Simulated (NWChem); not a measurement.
System: CH5BFN; SMILES CB(N)F

Here is an NWChem input.

```
start job
memory heap 200 mb stack 900 mb global 1100 mb
geometry units angstroms noautosym nocenter noautoz
  B      0.028941     0.052854     0.000780
  F      1.272208     0.602315    -0.001772
  C     -0.108089    -1.519071     0.000657
  H      0.370266    -1.942828    -0.907970
  H     -1.153730    -1.882874     0.038258
  H      0.439484    -1.951751     0.864477
  N     -1.063469     0.940278     0.000488
  H     -2.032733     0.629071     0.002442
  H     -0.945315     1.953835    -0.002462
end
basis spherical
  * library def2-svpd
end
dft
  xc b3lyp
  iterations 150
end
property
  response 1 0.0773
end
task dft property
```

Excerpt of the output:

```
             Northwest Computational Chemistry Package (NWChem) 7.3.0
             --------------------------------------------------------

                             Geometry "geometry" -> ""
                             -------------------------

 Output coordinates in angstroms (scale by  1.889725989 to convert to a.u.)

  No.       Tag          Charge          X              Y              Z
 ---- ---------------- ---------- -------------- -------------- --------------
    1 B                    5.0000     0.02894100     0.05285400     0.00078000
    2 F                    9.0000     1.27220800     0.60231500    -0.00177200
    3 C                    6.0000    -0.10808900    -1.51907100     0.00065700
    4 H                    1.0000     0.37026600    -1.94282800    -0.90797000
    5 H                    1.0000    -1.15373000    -1.88287400     0.03825800
    6 H                    1.0000     0.43948400    -1.95175100     0.86447700
    7 N                    7.0000    -1.06346900     0.94027800     0.00048800
    8 H                    1.0000    -2.03273300     0.62907100     0.00244200
    9 H                    1.0000    -0.94531500     1.95383500    -0.00246200

 Effective nuclear repulsion energy (a.u.)     112.0426715418

                              NWChem Property Module
                              ----------------------

                                 NWChem DFT Module
                                 -----------------

 Summary of "ao basis" -> "ao basis" (spherical)
 ------------------------------------------------------------------------------
       Tag                 Description            Shells   Functions and Types
 ---------------- ------------------------------  ------  ---------------------
 B                         def2-svpd                 8       20   4s2p2d
 F                         def2-svpd                 9       23   4s3p2d
 C                         def2-svpd                 8       20   4s2p2d
 H                         def2-svpd                 4        8   2s2p
 N                         def2-svpd                 8       20   4s2p2d

            General Information
            -------------------
          SCF calculation type: DFT
          Wavefunction type:  closed shell.
          No. of atoms     :     9
          No. of electrons :    32
           Alpha electrons :    16
            Beta electrons :    16
          Charge           :     0
          Spin multiplicity:     1
          Use of symmetry is: off; symmetry adaption is: off
          Maximum number of iterations: 150
          AO basis - number of functions:   123
                     number of shells:    53
          Convergence on energy requested:  1.00D-06
          Convergence on density requested:  1.00D-05
          Convergence on gradient requested:  5.00D-04

              XC Information
              --------------
                         B3LYP Method XC Potential
                     Hartree-Fock (Exact) Exchange  0.200
                        Slater Exchange Functional  0.800 local
                    Becke 1988 Exchange Functional  0.720 non-local
              Lee-Yang-Parr Correlation Functional  0.810
                  VWN I RPA Correlation Functional  0.190 local

             Grid Information
             ----------------
          Grid used for XC integration:  medium
          Radial quadrature: Mura-Knowles
          Angular quadrature: Lebedev.
          Tag              B.-S. Rad. Rad. Pts. Rad. Cut. Ang. Pts.
          ---              ---------- --------- --------- ---------
          B                   0.85       49           9.0       434
          F                   0.50       49          10.0       434
          C                   0.70       49          10.0       434
          H                   0.35       45          11.0       434
          N                   0.65       49          10.0       434
          Grid pruning is: on
          Number of quadrature shells:   421
          Spatial weights used:  Erf1

      Superposition of Atomic Density Guess
      -------------------------------------

 Sum of atomic energies:        -218.16736385

      Non-variational initial energy
      ------------------------------

 Total energy =    -220.054549
 1-e energy   =    -519.407362
 2-e energy   =     187.310142
 HOMO         =      -0.380007
 LUMO         =       0.035818

   convergence    iter        energy       DeltaE   RMS-Dens  Diis-err
 ---------------- ----- ----------------- --------- --------- ---------
 d= 0,ls=0.0,diis     1   -220.4739992083 -3.33D+02  1.37D-02  5.65D-01
 d= 0,ls=0.0,diis     2   -220.4778677482 -3.87D-03  4.48D-03  7.55D-01
 d= 0,ls=0.0,diis     3   -220.5398075310 -6.19D-02  8.92D-04  3.10D-02
 d= 0,ls=0.0,diis     4   -220.5419965169 -2.19D-03  3.17D-04  2.86D-03
 d= 0,ls=0.0,diis     5   -220.5422703184 -2.74D-04  8.64D-05  2.67D-04
  Resetting Diis
 d= 0,ls=0.0,diis     6   -220.5422972446 -2.69D-05  2.45D-05  1.50D-05
 d= 0,ls=0.0,diis     7   -220.5422990239 -1.78D-06  1.03D-05  6.96D-07
 d= 0,ls=0.0,diis     8   -220.5422989612  6.27D-08  5.78D-06  1.21D-06

[...]

 DFT Linear Response polarizability / au
 Frequency  =       0.0773000 / au
 Wavelength =     589.4353558 / nm
              X              Y              Z
 -----------------------------------------------
 X      39.7995953     -3.2487195     -0.0039897
 Y      -3.2487380     43.5366831      0.0227456
 Z      -0.0039811      0.0227373     32.3108978
 -----------------------------------------------
 Eigenvalues =      37.9203999     45.4159257     32.3108507
 Isotropic   =      38.5490588
 Anisotropic =      11.3884359
 -----------------------------------------------

 Magnetic Dipole Response Matrix (nonzero elements):
```

Level: B3LYP/def2-SVPD. Structure relaxed at the PBE-D3(BJ)/def2-SVP level.
